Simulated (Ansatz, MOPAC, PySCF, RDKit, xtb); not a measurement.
Complex: CH4 (SMILES C) (first 5 atoms) with H2S (SMILES S); geometry from B3LYP-D3(BJ)/def2-TZVP, rigid monomers moved along the line of their centres of mass till C1···H8 is 4.18 Å.
(charge 0, multiplicity 1):
```tsv
atom	x (Å)	y (Å)	z (Å)
C	-0.0080	-0.0567	0.1689
H	-0.8535	0.2177	0.7981
H	-0.2160	0.2255	-0.8621
H	0.8882	0.4591	0.5116
H	0.1503	-1.1334	0.2223
S	0.5708	-0.0926	5.3013
H	0.5080	1.0156	4.5467
H	0.5898	-0.8907	4.2226
```

```
level                                          interaction energy (kJ/mol)  minus CCSD(T)/CBS(aug-cc-pV(D+d)Z, aug-cc-pV(T+d)Z)   cost
---------------------------------------------  ---------------------------  ---------------------------------------------------  -----
UFF                                                                   -1.1                                                  0.0      -
GFN-FF                                                                -0.9                                                  0.1      -
PM6                                                                   -0.3                                                  0.8      -
PM7                                                                   -1.4                                                 -0.4      -
GFN2-xTB                                                              -1.3                                                 -0.3      -
HF/3-21G (no counterpoise)                                            -0.4                                                  0.7      -
HF/6-31G* (no counterpoise)                                           -0.3                                                  0.8      -
HF/aug-cc-pV(T+d)Z                                                    -0.2                                                  0.9      -
PBE-D3(BJ)/def2-TZVPPD                                                -1.5                                                 -0.4     ×1
r2SCAN/def2-TZVPPD                                                    -0.6                                                  0.5     ×2
r2SCAN-D3(BJ)/def2-TZVPPD                                             -1.2                                                 -0.1     ×2
B3LYP/3-21G (no counterpoise)                                         -0.2                                                  0.8      -
B3LYP/6-31G* (no counterpoise)                                        -0.1                                                  1.0      -
PBE0/def2-TZVPPD                                                      -0.5                                                  0.6     ×1
PBE0-D4/def2-TZVPPD                                                   -1.2                                                 -0.2     ×1
M06-2X/6-31G* (no counterpoise)                                       -1.0                                                  0.0      -
MP2/6-31G* (no counterpoise)                                          -0.7                                                  0.4      -
MP2/CBS(aug-cc-pV(D+d)Z, aug-cc-pV(T+d)Z)                             -1.1                                                  0.0      -
CCSD/aug-cc-pV(D+d)Z                                                  -0.9                                                  0.2      -
CCSD(T)/CBS(aug-cc-pV(D+d)Z, aug-cc-pV(T+d)Z)                         -1.1                                                  0.0  ×300*
```

 The comparison column counts from a level with limits of its own.

The rows run from -1.5 (PBE-D3(BJ)/def2-TZVPPD) to -0.1 kJ/mol (B3LYP/6-31G* (no counterpoise)). The dispersion term adds -0.6 in r2SCAN-D3(BJ), -0.7 in PBE0-D4.

Interaction energies are E(AB) − E(A) − E(B) at the monomers' geometry in the complex; basis-set methods are counterpoise corrected. Rows marked so take none. RDKit's UFF carries no charges.

Correlated levels freeze the cores. CBS: X⁻³ extrapolation of the correlation energy, Hartree–Fock from the larger set. Rows in 3-21G, 6-31G* carry no dispersion term and start afresh at each structure (6-31G* with six Cartesian d functions). MP2/6-31G* freezes PySCF's default core. The state that PM6, PM7 reach isn't checked; PM7 holds dispersion and hydrogen-bond terms.

The values were computed with Ansatz (Gaussian basis) for Hartree–Fock, density functionals and correlated methods; MOPAC for PM6, PM7 (differences of heats of formation); PySCF for 3-21G rows, 6-31G* rows, the dispersion terms; RDKit for the force fields; xtb for the GFN methods. Values without a source in brackets are computed.

Costs are rough ratios of core time to PBE/def2-TZVPPD (about 4 s over the structures, on one shared machine); a dash marks a level with no comparable run of its own. A star marks coupled-cluster runs past 200 virtual orbitals, where the program's memory plan changes under this machine's limit, so their costs aren't comparable with smaller runs.

Ansatz is a program for electronic structure.
